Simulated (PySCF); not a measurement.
# Basis-set dependence of population analyses: `B/C=C\C#C`

C₄H₅B.
Structure used (PBE0-D3(BJ)/def2-SVP), in Å, numbered top down from 1:
```xyz
10
C4H5B angstrom
B     -1.0980   -1.3140    0.5280
C     -1.2059    0.2241    0.5557
C     -0.1474    1.0639    0.4038
C      1.2058    0.6869    0.1985
C      2.3805    0.4340    0.0210
H     -0.0252   -1.8436    0.3645
H     -2.0841   -1.9990    0.6695
H     -2.1747    0.7144    0.7040
H     -0.3101    2.1501    0.4362
H      3.4150    0.1905   -0.1355
```

PBE0 throughout (PySCF), one geometry, spherical d and f functions. Isolated species at its PBE0-D3(BJ)/def2-SVP geometry, gas phase. Atoms taken as equivalent share a column and are averaged. The first 7 of 9 kinds of atom are listed.

Mulliken charges (e):

```json
{"basis": "STO-3G", "functions": "30", "B1": "+0.145", "C2": "-0.168", "C3": "-0.059", "C4": "-0.031", "C5": "-0.110", "H6/H7": "-0.047", "H8": "+0.082"}
{"basis": "6-31G", "functions": "55", "B1": "+0.156", "C2": "-0.257", "C3": "-0.116", "C4": "+0.052", "C5": "-0.421", "H6/H7": "-0.037", "H8": "+0.159"}
{"basis": "pcSseg-0", "functions": "55", "B1": "+0.224", "C2": "-0.560", "C3": "-0.113", "C4": "-0.105", "C5": "-0.275", "H6/H7": "+0.020", "H8": "+0.237"}
{"basis": "6-31G*", "functions": "80", "B1": "+0.038", "C2": "-0.209", "C3": "-0.243", "C4": "+0.280", "C5": "-0.473", "H6/H7": "-0.011", "H8": "+0.170"}
{"basis": "cc-pVDZ", "functions": "95", "B1": "+0.027", "C2": "-0.004", "C3": "-0.100", "C4": "+0.421", "C5": "-0.396", "H6/H7": "-0.026", "H8": "+0.023"}
{"basis": "def2-SVP", "functions": "95", "B1": "+0.035", "C2": "-0.060", "C3": "-0.054", "C4": "+0.284", "C5": "-0.339", "H6/H7": "-0.023", "H8": "+0.047"}
{"basis": "aug-cc-pVDZ", "functions": "160", "B1": "-1.146", "C2": "+0.360", "C3": "+0.720", "C4": "-0.205", "C5": "+0.772", "H6/H7": "+0.569", "H8": "-0.442"}
{"basis": "6-311+G(2d,p)", "functions": "165", "B1": "-0.062", "C2": "-0.116", "C3": "-0.579", "C4": "+0.982", "C5": "-0.656", "H6/H7": "+0.001", "H8": "+0.118"}
{"basis": "def2-TZVP", "functions": "185", "B1": "-0.045", "C2": "-0.160", "C3": "-0.203", "C4": "+0.005", "C5": "-0.081", "H6/H7": "+0.018", "H8": "+0.120"}
{"basis": "cc-pVTZ", "functions": "220", "B1": "-0.038", "C2": "-0.188", "C3": "-0.069", "C4": "+0.092", "C5": "-0.236", "H6/H7": "+0.011", "H8": "+0.121"}
{"basis": "IGLO-III", "functions": "225", "B1": "+0.208", "C2": "-0.277", "C3": "-0.032", "C4": "-0.052", "C5": "-0.134", "H6/H7": "-0.053", "H8": "+0.107"}
```

IAO charges (e):

```csv
basis,functions,B1,C2,C3,C4,C5,H6/H7,H8
STO-3G,30,+0.063,-0.252,-0.103,-0.039,-0.129,0.000,+0.139
6-31G,55,+0.008,-0.263,-0.086,-0.023,-0.196,+0.013,+0.154
pcSseg-0,55,0.000,-0.255,-0.085,-0.026,-0.182,+0.012,+0.152
6-31G*,80,+0.027,-0.265,-0.079,-0.025,-0.190,+0.006,+0.149
cc-pVDZ,95,+0.009,-0.263,-0.079,-0.022,-0.198,+0.011,+0.151
def2-SVP,95,+0.016,-0.258,-0.076,-0.021,-0.190,+0.007,+0.148
aug-cc-pVDZ,160,+0.011,-0.268,-0.081,-0.021,-0.207,+0.012,+0.155
"6-311+G(2d,p)",165,+0.013,-0.269,-0.082,-0.021,-0.207,+0.012,+0.155
def2-TZVP,185,+0.013,-0.270,-0.081,-0.021,-0.206,+0.011,+0.155
cc-pVTZ,220,+0.012,-0.270,-0.081,-0.021,-0.206,+0.012,+0.155
IGLO-III,225,+0.012,-0.270,-0.082,-0.021,-0.208,+0.012,+0.156
```

Some averages cover members that differ in this geometry, most widely: H6/H7, Mulliken in aug-cc-pVDZ +0.530 to +0.607 e.

**Question.** Which scheme is steadiest as the basis changes?

**Answer.** Largest range over the bases for any column: IAO 0.08 e, Mulliken 1.43 e. IAO charges move least and Mulliken charges most, counted in e. Without the minimal STO-3G basis the ranges are IAO 0.03, Mulliken 1.43 e.

**Question.** How much do the charges still move between the two largest bases, cc-pVTZ and IGLO-III?

**Answer.** At most, over all atoms: Mulliken 0.246 e, IAO 0.002 e.

**Question.** What do the same runs give for the total energy, the frontier levels and the dipole moment?

**Answer.** 
| basis | energy (Eh) | HOMO (eV) | LUMO (eV) | μ (D) |
| --- | --- | --- | --- | --- |
| STO-3G | -177.7338 | -5.72 | 0.02 | 1.29 |
| 6-31G | -179.8928 | -7.37 | -2.26 | 1.49 |
| pcSseg-0 | -179.5491 | -7.71 | -2.58 | 1.49 |
| 6-31G* | -179.9273 | -7.31 | -2.26 | 1.46 |
| cc-pVDZ | -179.9427 | -7.47 | -2.47 | 1.41 |
| def2-SVP | -179.8012 | -7.55 | -2.53 | 1.40 |
| aug-cc-pVDZ | -179.9496 | -7.58 | -2.62 | 1.31 |
| 6-311+G(2d,p) | -179.9803 | -7.59 | -2.62 | 1.32 |
| def2-TZVP | -179.9947 | -7.58 | -2.60 | 1.34 |
| cc-pVTZ | -179.9913 | -7.57 | -2.58 | 1.36 |
| IGLO-III | -179.9986 | -7.59 | -2.63 | 1.31 |

The dipole is fixed by the density alone, so its range of 0.20 D shows that the density itself changes with the basis, not only its division among atoms.
